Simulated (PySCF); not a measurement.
C₅H₅In, singlet (PBE0/def2-SVP optimised geometry):

```
11

In    -1.588    -1.071     0.000
C      1.062    -1.071     0.000
C      0.682     0.020     0.824
C      0.067     0.998     0.000
C      0.067     0.511    -1.333
C      0.682    -0.768    -1.333
H      1.588    -1.969     0.327
H      0.865     0.107     1.895
H     -0.305     1.969     0.327
H     -0.305     1.043    -2.209
H      0.865    -1.390    -2.209
```

Level of theory: PBE0/def2-TZVP, def2 effective core potentials past Kr (PySCF 2.14.0).

Task: What are the frontier orbital energies and the dipole moment?

Result: HOMO-2 -7.16 eV, HOMO-1 -6.52 eV, HOMO -6.52 eV, LUMO -0.65 eV, LUMO+1 -0.65 eV; dipole moment 1.18 D.

On the same geometry PBE/def2-TZVP, def2 effective core potentials past Kr (PySCF) gives HOMO-2 -6.33 eV, HOMO-1 -5.58 eV, HOMO -5.58 eV, LUMO -1.27 eV, LUMO+1 -1.27 eV; dipole moment 1.15 D.
